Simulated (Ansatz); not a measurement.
Reaction (redistribution): `B[SiH](B)O` + `FCC[SiH2]Cl` → `B[SiH](B)CF` + `OC[SiH2]Cl`

Program: Ansatz. Geometries: PBE0-D4/def2-TZVP. ΔE: electronic, gas phase. CBS: MP2 limit from def2 TZ/QZ plus the TZ coupled-cluster correction, frozen cores. Functionals use def2-TZVPP. One conformer a species, not always the lowest.

```
             level  ΔE (kcal/mol)  difference from CCSD(T)/CBS
            PBE-D4           38.9                         -4.8
           ωB97M-V           42.6                         -1.1
               PBE           38.8                         -4.9
SCS-MP2/def2-TZVPP           44.7                          1.0
   CCSD/def2-TZVPP           43.9                          0.2
CCSD(T)/def2-TZVPP           43.3                         -0.4
     HF/def2-QZVPP           45.9                          2.2
      HF/CBS(def2)           45.9                          2.2
     MP2/CBS(def2)           45.8                          2.1
    CCSD/CBS(def2)           44.2                          0.5
       CCSD(T)/CBS           43.7                            0
```

Largest T1 diagnostic among the species: 0.014.

From PBE to PBE0 (25 % exact exchange), in def2-TZVPP and without D4, ΔE moves by +2.2 kcal/mol.
